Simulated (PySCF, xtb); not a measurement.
C2H4N2OSi, SMILES [SiH]1(N=CC=N1)O. The values are those of a single conformer.

Harmonic wavenumbers (cm⁻¹) from GFN2-xTB (xtb 6.7.1) at its own minimum, in rising order: 139, 158, 264, 378, 419, 510, 543, 630, 656, 762, 800, 839, 879, 918, 922, 956, 1207, 1231, 1630, 1667, 2469, 3026, 3034, 3649.

### Question
What does PBE-D3(BJ)/def2-SVP in PySCF give at its own minimum? (An estimate is asked for; the answer gives what the named calculation found.)

### Answer
144, 169, 289, 405, 458, 507, 617, 688, 714, 741, 829, 846, 868, 882, 928, 981, 1265, 1284, 1578, 1643, 2240, 2981, 2996, 3768. Paired by order, the mean absolute difference is 44 cm⁻¹ and the zero-point energies are 39.6 and 39.8 kcal/mol.
